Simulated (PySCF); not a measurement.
**C3AlN3O3: core ionisation energies**

Al(NCO)3, C₃AlN₃O₃.
Geometry (PBE0-D3(BJ)/def2-SVP, Å), atoms numbered from 1 in this order:
```
atom  x, y, z in Å
Al1   -0.0150   -0.0111    0.0025
N2     1.7397   -0.0313   -0.0520
C3     2.9412   -0.0352   -0.0787
O4     4.1064   -0.0399   -0.1053
N5    -0.8699    1.5218   -0.0097
C6    -1.4157    2.5926   -0.0233
O7    -1.9460    3.6303   -0.0362
N8    -0.9053   -1.5224    0.0682
C9    -1.4775   -2.5789    0.1023
O10   -2.0333   -3.6026    0.1365
```

The calculation used delta-SCF UKS SCAN, pcX-2 on the ionised atom, pcseg-1 elsewhere, spin-free X2C in PySCF. Each binding energy is the total energy of the core-ionised species, with the hole localised on one atom, minus that of the ground state; both are solved self-consistently, so orbital relaxation is included.

List the computed XPS lines with their assignment.

```csv
atom(s),bonded to,level,binding energy (eV),count
Al1,3 N,Al 1s,1569.10,1
O4/O7/O10,C,O 1s,539.76,3
N2/N5/N8,C and Al,N 1s,405.67,3
C3/C6/C9,O and N,C 1s,295.35,3
```

What is the longest wavelength that can ionise N 1s of N2 (atom 2)/N5/N8 vertically?

λ = hc/E = 12398.42 eV Å / 405.67 eV = 30.563 Å.

Which effective nuclear charge Zeff reproduces each element's mean 1s value in the hydrogen-like formula E = 13.606 eV × Zeff²?

C (Z = 6): mean 295.3 eV, Zeff = 4.66, Z − Zeff = 1.34; N (Z = 7): mean 405.7 eV, Zeff = 5.46, Z − Zeff = 1.54; O (Z = 8): mean 539.8 eV, Zeff = 6.30, Z − Zeff = 1.70; Al (Z = 13): mean 1569.1 eV, Zeff = 10.74, Z − Zeff = 2.26. Means run over the listed sites, weighted by atom count.

Topologically equivalent atoms share the value of their first member; where this conformer doesn't relate them by symmetry, their own values could differ. Geometry: PBE0-D3(BJ)/def2-SVP; no solvent, vibrations or thermal averaging.
